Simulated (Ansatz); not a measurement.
**F2GaH2SSi: where a starting geometry ends**

The starting geometry of this gas-phase doublet was optimised with GFN2-xTB; its bonds are those of `F[SiH2][S][Ga][F]`.

```
atom    x (Å)    y (Å)    z (Å)
   F  -1.6995  -1.6068  -3.4797
   F  -2.0169   0.0518  -0.9322
  Ga  -0.5886  -1.9405  -2.0997
   S   0.8675   0.0100  -1.5225
  Si  -0.8491   1.1849  -1.1044
   H  -0.7455   1.7757   0.2151
   H  -1.2965   2.0050  -2.2120
```

Q: Predict what it relaxes into with PBE0-D3(BJ)/pcseg-1.

A: It keeps its bonds, and is `F[SiH2][S][Ga][F]`.

The energy falls by 0.24 eV over 14 steps:

```
step  E − E(last) (eV)
   1             0.243
   2             0.056
   4             0.005
   5             0.000
   7             0.000
   8             0.000
  10             0.000
  11             0.000
  13             0.000
  14             0.000
```

Final geometry (Å):

```xyz
7

F    -1.6068   -1.6582   -3.5218
F    -2.0689   -0.0006   -0.9206
Ga   -0.6266   -1.7973   -2.0297
S     0.8216   -0.0591   -1.5954
Si   -0.8558    1.1268   -1.0987
H    -0.6956    1.8190    0.2037
H    -1.2965    2.0495   -2.1727
```

The end wasn't checked by frequencies. Open shells are spin-unrestricted. Run with Ansatz 0.2.0, 86 s on 2 threads of Arm Neoverse V2 (shared host).
